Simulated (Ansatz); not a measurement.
`B[SiH](B)O` + `B1N[SiH2]1` → `BN1B[SiH2]1` + `B[SiH2]O` at 298.15 K and 1 bar (cleavage of the B–Si bond).

Gas-phase electronic energies from Ansatz, PBE0-D4/def2-TZVP geometries. CCSD(T)/CBS adds triple-zeta CCSD(T) − MP2 to the extrapolated MP2 energy (def2 sets, frozen cores). Each species was taken in one conformer, which may not be the lowest.

```csv
species,CCSD(T)/CBS energy (Eh),H − E (kJ/mol),S (J/(mol·K))
`B[SiH](B)O`,-417.41590,185.8,339.4
`B1N[SiH2]1`,-370.97252,130.3,266.7
`BN1B[SiH2]1`,-396.37777,163.6,305.3
`B[SiH2]O`,-392.05150,149.3,299.9
```

H − E and S are ideal-gas, rigid-rotor, harmonic terms from PBE0-D4/def2-TZVP, for one conformer and one mirror image of each species. 1 Eh = 2625.50 kJ/mol, R = 8.31446 J/(mol·K).

Question: By hand: ΔE, ΔH, ΔS and ΔG.

Answer: ΔE = (-396.37777) + (-392.05150) − (-417.41590) − (-370.97252) = -0.04085 Eh = -107.3 kJ/mol. Δ(H − E) = 163.6 + 149.3 − 185.8 − 130.3 = -3.2, so ΔH = -110.5 kJ/mol. ΔS = 305.3 + 299.9 − 339.4 − 266.7 = -0.9 J/(mol·K). ΔG = -110.5 − 298.15 × (-0.9)/1000 = -110.2 kJ/mol.

Question: By hand: the equilibrium constant, and the temperature at which ΔG would vanish if ΔH and ΔS stayed fixed.

Answer: log₁₀ K = −ΔG/(RT ln 10) = 19.3. ΔG = 0 at ΔH/ΔS = 122778 K, far beyond where these terms or the molecules hold.

The number of gas molecules stays the same, so ΔS is small and ΔH decides. A doubt of 5 kJ/mol in ΔE shifts log₁₀ K by 0.9 here. Other conformers and mirror images would add mixing entropy, several J/(mol·K) or more a flexible species. These are equilibria of isolated gas molecules and say nothing of rates. Largest T1 diagnostic: 0.014 (customary marks: 0.02 for closed shells, 0.045 for open ones).
